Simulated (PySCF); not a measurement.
An unknown shows these calculated signals:

¹H NMR (300 MHz, computed): δ 5.66 (m, 1H), 5.05 (m, 2H), 5.02 (m, 1H), 2.83 (s, 3H), 0.15 (br s, 1H).

¹³C{¹H} NMR (computed): δ 179.2 (C), 112.9 (CH2), 31.8 (CH3).

PySCF calculation with structure optimised with GFN2-xTB and GIAO PBE0/pcSseg-1 shieldings; single conformer, in vacuum, rapidly exchanging positions averaged, relativity neglected.

Chemical shifts δ = σref − σ; ¹H (31.72 ppm) and ¹³C (186.93 ppm) vs TMS, all at this level.

**Question.** Which of these does the molecule contain: a heteroaromatic ring, a Si–H bond, an N-methyl group, an NH or NH2 group, a nitrile, an amide?

**Answer.** 
- A heteroaromatic ring: no.
- A Si–H bond: yes (δH 5.05 (m)).
- An N-methyl group: yes (δC 31.8; δH 2.83 (s)).
- An NH or NH2 group: yes (δH 0.15 (br s)).
- A nitrile: no.
- An amide: no.

The data belong to `C=C(F)[SiH2]NC`, C₃H₈FNSi; they needn't prove each group on their own.

Carbon signals by region: 1 in the far downfield region (above 160 ppm), 1 in the sp2 and nitrile region (100–160 ppm), 1 below 50 ppm. Above 160 ppm: 179.2, fully substituted alkene carbon.

OH and NH positions are those of a molecule without intermolecular hydrogen bonds; in solution they move with solvent, concentration and temperature, and exchange usually removes their couplings. Splittings by ¹⁹F in the carbon and heteronuclear signals aren't shown, as no couplings were computed. Shifts are as computed. Against solution values, carbons near 30 ppm lie about +3 ppm off and those near 130 ppm about +5 ppm (rms about the fit 2.1 ppm; single classes can miss by 10 ppm). Of 1328 compounds with measured shifts, 309 miss one by over three times the rms of a fit or turn the order of signals round; such compounds aren't used in these exercises. Signals without a measured value on file couldn't be tested in this way; 1H shifts scatter by 0.2 ppm about their fit, and single ones miss by 0.5 ppm. No couplings were computed; multiplicities are counted from neighbouring protons, with m where these are inequivalent, close in shift, in a saturated or five-membered ring or joined by F or P, and br s for small geminal =CH2 splittings.
